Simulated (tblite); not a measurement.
Species: C5H10BFSi.
SMILES with atom numbers: `[CH2:1]=[CH:2][BH:3][SiH2:4]/[CH:5]=[CH:6]\[CH2:7][F:8]` (hydrogens: H9, H10 on C1; H11 on C2; H12 on B3; H13, H14 on Si4; H15 on C5; H16 on C6; H17, H18 on C7)

Computed with GFN2-xTB (tblite), gas phase: L-BFGS steps from a force-field or distance-geometry start until the largest atomic force falls under 0.01 eV/Å.

Step 26: E = -636.4722 eV
```
atom  x, y, z in Å  |  force x, y, z in eV/Å
C1      3.1970   -0.6072    0.9006   -0.021   0.008  -0.017
C2      2.7897    0.2825    0.0040   -0.015  -0.007   0.004
B3      1.4527    1.0277   -0.1934    0.061  -0.001   0.024
Si4     0.0545    0.1707   -1.2833    0.004   0.007   0.050
C5     -1.0171   -0.9420   -0.1821   -0.053  -0.042  -0.015
C6     -2.1758   -0.7220    0.4196   -0.008   0.016   0.036
C7     -2.9815    0.5352    0.4422    0.018   0.039  -0.008
F8     -2.3770    1.5893   -0.1923    0.025   0.013  -0.015
H9      2.5618   -0.9231    1.7143   -0.002   0.023  -0.031
H10     4.1771   -1.0604    0.8758   -0.041   0.045  -0.006
H11     3.5009    0.5403   -0.7859   -0.028   0.006   0.043
H12     1.3424    2.1145    0.2356   -0.002  -0.027   0.002
H13     0.6261   -0.8311   -2.2110   -0.006  -0.014  -0.086
H14    -0.7802    1.0272   -2.1330   -0.001  -0.001  -0.009
H15    -0.6001   -1.9332   -0.0525    0.008  -0.040   0.020
H16    -2.6704   -1.4981    0.9955    0.034  -0.044   0.020
H17    -3.1544    0.8582    1.4775   -0.005  -0.013   0.024
H18    -3.9545    0.3778   -0.0431    0.032   0.031  -0.036
```

Step 27: E = -636.4732 eV
```
atom  x, y, z in Å  |  force x, y, z in eV/Å
C1      3.1956   -0.6070    0.9020   -0.012   0.001  -0.011
C2      2.7880    0.2813    0.0045   -0.019   0.005  -0.001
B3      1.4512    1.0247   -0.1945    0.041  -0.006   0.011
Si4     0.0553    0.1681   -1.2873   -0.027   0.012   0.021
C5     -1.0181   -0.9422   -0.1841   -0.019  -0.038  -0.025
C6     -2.1749   -0.7191    0.4203    0.018  -0.030   0.036
C7     -2.9806    0.5370    0.4436    0.024   0.025  -0.003
F8     -2.3706    1.5901   -0.1852    0.020   0.050  -0.025
H9      2.5584   -0.9273    1.7129    0.015   0.031  -0.038
H10     4.1790   -1.0531    0.8788   -0.048   0.028   0.003
H11     3.4995    0.5412   -0.7844   -0.022   0.009   0.048
H12     1.3368    2.1103    0.2354    0.002  -0.019   0.008
H13     0.6277   -0.8334   -2.2174   -0.021   0.004  -0.066
H14    -0.7825    1.0272   -2.1353    0.025  -0.027   0.010
H15    -0.5983   -1.9328   -0.0528   -0.018  -0.021   0.021
H16    -2.6668   -1.4940    0.9988    0.020  -0.062   0.032
H17    -3.1574    0.8554    1.4798   -0.008  -0.004   0.014
H18    -3.9511    0.3800   -0.0467    0.029   0.042  -0.036
```

Step 28: E = -636.4742 eV
```
atom  x, y, z in Å  |  force x, y, z in eV/Å
C1      3.1940   -0.6068    0.9029   -0.005  -0.003  -0.003
C2      2.7861    0.2803    0.0051   -0.018   0.017  -0.004
B3      1.4504    1.0220   -0.1955   -0.005  -0.009  -0.006
Si4     0.0558    0.1658   -1.2905   -0.043   0.000  -0.012
C5     -1.0195   -0.9432   -0.1864    0.013  -0.030  -0.026
C6     -2.1738   -0.7169    0.4218    0.034  -0.061   0.029
C7     -2.9793    0.5391    0.4449    0.029   0.004   0.001
F8     -2.3644    1.5916   -0.1791    0.014   0.066  -0.020
H9      2.5555   -0.9306    1.7110    0.016   0.029  -0.028
H10     4.1800   -1.0458    0.8816   -0.035   0.004   0.009
H11     3.4978    0.5422   -0.7821   -0.004   0.015   0.037
H12     1.3317    2.1060    0.2353    0.007  -0.005   0.015
H13     0.6288   -0.8353   -2.2245   -0.039   0.030  -0.037
H14    -0.7841    1.0268   -2.1373    0.042  -0.044   0.023
H15    -0.5970   -1.9331   -0.0526   -0.040  -0.006   0.018
H16    -2.6632   -1.4915    1.0025    0.011  -0.063   0.038
H17    -3.1603    0.8527    1.4822   -0.008   0.008  -0.004
H18    -3.9472    0.3829   -0.0509    0.029   0.049  -0.031
```

Question: Estimate the geometry and energy of step 29. (The exact step hangs on the optimiser's Hessian estimate; all steps are aligned on step 28, rigid shifts and turns removed.)

Answer: E = -636.4753 eV, largest force 0.081 eV/Å
```
atom  x, y, z in Å  |  force x, y, z in eV/Å
C1      3.1921   -0.6065    0.9036    0.002  -0.003   0.003
C2      2.7837    0.2794    0.0057   -0.013   0.026  -0.006
B3      1.4494    1.0188   -0.1967   -0.060  -0.008  -0.024
Si4     0.0556    0.1633   -1.2939   -0.042  -0.020  -0.036
C5     -1.0209   -0.9450   -0.1894    0.033  -0.020  -0.014
C6     -2.1720   -0.7155    0.4240    0.036  -0.070   0.017
C7     -2.9771    0.5414    0.4462    0.033  -0.018   0.002
F8     -2.3575    1.5945   -0.1728    0.007   0.058  -0.002
H9      2.5526   -0.9336    1.7084    0.006   0.021  -0.004
H10     4.1804   -1.0379    0.8848   -0.010  -0.024   0.012
H11     3.4958    0.5436   -0.7790    0.019   0.026   0.017
H12     1.3262    2.1012    0.2355    0.011   0.008   0.020
H13     0.6292   -0.8367   -2.2328   -0.055   0.053  -0.006
H14    -0.7851    1.0257   -2.1390    0.046  -0.047   0.026
H15    -0.5963   -1.9337   -0.0520   -0.052  -0.002   0.010
H16    -2.6590   -1.4901    1.0072    0.007  -0.050   0.037
H17    -3.1634    0.8501    1.4845   -0.003   0.018  -0.029
H18    -3.9424    0.3871   -0.0561    0.035   0.052  -0.022
```

The energy changes by -0.0011 eV. The first-order estimate −F·Δx gives -0.0015 eV and the mean of the old and new forces, exact on a quadratic surface, -0.0011 eV. The step makes an angle of 72° with the force vector and moves no atom by more than 0.010 Å.

The cost below is that of the whole relaxation. On an Arm Neoverse N1 with one thread, no GPU, on a shared host, this took 2.8 s.
